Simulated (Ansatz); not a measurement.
`C[SiH](F)PN` + `[F][ZnH]` → `N[PH][Zn][F]` + `C[SiH2]F`  (formal exchange of groups at a P–Si bond)

Program: Ansatz. Geometries: PBE0-D4/def2-TZVP. ΔE: electronic, gas phase. CBS: MP2 limit from def2 TZ/QZ plus the TZ coupled-cluster correction, frozen cores. DFT in def2-TZVPP. B3LYP here is the variant with VWN-RPA as its local correlation; programs differ in this. For Zn outer-core shells are correlated without core-valence functions, which leaves a few kJ/mol of doubt a bond. Scalar relativity is left out up to krypton. Each species was taken in one conformer, which may not be the lowest.

Question: Is it downhill or uphill in electronic energy at CCSD(T)/CBS, and by how much? (Best estimate.)

Answer: Ansatz gave: Downhill: ΔE = -15.3 kJ/mol.

Question: What do these levels give: r2SCAN-D4, B3LYP-D4, ωB97X-V, B2PLYP, PBE, PBE0, MP2/def2-TZVPP, CCSD/def2-TZVPP, CCSD(T)/def2-TZVPP, MP2/def2-QZVPP, HF/CBS(def2), MP2/CBS(def2)? (An estimate is asked.)

Answer: The calculation gave: r2SCAN-D4 -11.4, B3LYP-D4 -13.2, ωB97X-V -7.1, B2PLYP -16.9, PBE -16.9, PBE0 -14.2, MP2/def2-TZVPP -9.9, CCSD/def2-TZVPP -8.8, CCSD(T)/def2-TZVPP -7.7, MP2/def2-QZVPP -15.0, HF/CBS(def2) -20.8, MP2/CBS(def2) -17.6 kJ/mol.

Largest T1 diagnostic among the species: 0.018.

In def2-TZVPP, CCSD(T) changes the Hartree–Fock value by +10.7 kJ/mol (the triples alone add +1.1 kJ/mol) and MP2 by +8.5 kJ/mol. The D4 term adds +8.6 kJ/mol with B3LYP and +4.9 kJ/mol with PBE0; it sums over pairs of atoms, weighted by their polarisabilities, and B3LYP, whose exchange is more repulsive, gets the larger term.
